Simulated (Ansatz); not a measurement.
System: CRe, charge 0, multiplicity 4. The spin state was set by rule; other spins were not relaxed. 
Geometry from a B3LYP-D3(BJ)/def2-TZVP (Ansatz, an electronic-structure program) optimisation:
```
Re
C 1 1.6943
```
Charge 0, spin multiplicity 4.

Total electronic energies in hartree. Cores are frozen in the correlated levels unless marked. UHF or UKS for open shells. Spin-orbit coupling is left out. The frozen core is the preceding noble-gas configuration, with the filled d and f shells of earlier blocks. Past Kr the def2 sets carry scalar-relativistic core potentials. CBS(X,Y): correlation extrapolated as X^-3; Hartree-Fock from the larger set. The bracket is a focal-point correction in the basis named.

The UHF reference is spin-contaminated (<S^2> 1.24 over the pure value in the largest basis). The T1 diagnostic of CCSD in the largest basis is 0.109, which is high, so the coupled-cluster rows are less sure than usual.

| level | program | energy (Eh) |
|---|---|---|
| BLYP-D4/def2-TZVPD | Ansatz + dftd4 | -116.23079 |
| BLYP/def2-TZVPD | Ansatz | -116.22790 |
| revPBE-D4/def2-TZVPD | Ansatz + dftd4 | ___ |
| B97M-V/def2-TZVPD | Ansatz | -116.23042 |
| PBE0/def2-TZVP | Ansatz | ___ |
| BHLYP/def2-TZVPD | Ansatz | -116.06384 |
| r2SCANh/def2-TZVPD | Ansatz | -116.23439 |
| CAM-B3LYP-D3(BJ)/def2-TZVPD | Ansatz + dftd3 | ___ |
| MP2/CBS(def2-TZVPPD,def2-QZVPPD) | Ansatz | -115.6112 |
| CCSD/CBS(def2-TZVPP,def2-QZVPP) | Ansatz | -115.6465 |
| CCSD(T)/def2-TZVPPD | Ansatz | -115.64469 |
| RI-MP2/CBS(def2-TZVPP,def2-QZVPP)+[CCSD(T)-MP2]/def2-TZVPP | Ansatz | -115.6736 |
| RI-MP2/CBS(def2-TZVPP,def2-QZVPP)+[CCSD(T)-MP2]/def2-QZVPP | Ansatz | -115.6736 |
| CCSD(T)/CBS(def2-TZVPP,def2-QZVPP) | Ansatz | -115.6736 |
| CCSD(T)/CBS(def2-TZVPPD,def2-QZVPPD) | Ansatz | -115.6732 |

### Question
Fill in the missing entries.

### Answer

- revPBE-D4/def2-TZVPD, energy (Eh): -116.32887
- PBE0/def2-TZVP, energy (Eh): -116.18036
- CAM-B3LYP-D3(BJ)/def2-TZVPD, energy (Eh): -116.14877
